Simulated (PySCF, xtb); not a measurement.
C8H5N5, SMILES N1C2=NC=CC3=NC=NC(N23)=CC=1.

xtb 6.7.1 with GFN2-xTB at its own geometry gives an orbital gap of 2.03 eV and a dipole moment of 1.20 D.

Geometry: PBE-D3(BJ)/def2-SVP.

Task: What does PBE0/def2-SVP (PySCF) give? (An estimate is asked for; the answer gives what the named calculation found.)

Result: gap 3.58 eV (levels -6.26 and -2.68 eV), dipole 1.24 D.
